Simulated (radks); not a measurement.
Values are calculated unless marked as measured or tabulated.
Problem. Species: Au XXXVII. Configuration: [Kr] 4d7. Code: a radial shooting solver on a logarithmic mesh with Libxc functionals. Model: Dirac Kohn-Sham, BLYP, spin-unpolarised, spherical densities, finite nucleus; open shells fill j = l - 1/2 first; Fermi nuclear charge, rms radius 5.4371 fm. Some entries of the table are withheld. Estimate them.

orbital  occ.  eigenvalue (hartree)  r(max) (bohr)
1s1/2       2             -3017.444        0.01042
2s1/2       2             -577.4283        0.06040
2p1/2       2             -556.1149        0.04446
2p3/2       4             -488.6742        0.05184
3s1/2       2             -177.6688         0.1695
3p1/2       2                   (1)         0.1582
3p3/2       4                   (2)         0.1729
3d3/2       4                   (3)         0.1347
3d5/2       6                   (4)         0.1387
4s1/2       2             -75.60488         0.3679
4p1/2       2             -71.49076            (5)
4p3/2       4             -66.98687            (6)
4d3/2       4             -60.33389            (7)
4d5/2       3             -59.39410            (8)

Solution. 
(1) 3p1/2 eigenvalue (hartree): -168.1739
(2) 3p3/2 eigenvalue (hartree): -153.0540
(3) 3d3/2 eigenvalue (hartree): -137.3818
(4) 3d5/2 eigenvalue (hartree): -134.1281
(5) 4p1/2 r(max) (bohr): 0.3638
(6) 4p3/2 r(max) (bohr): 0.3889
(7) 4d3/2 r(max) (bohr): 0.3737
(8) 4d5/2 r(max) (bohr): 0.3807
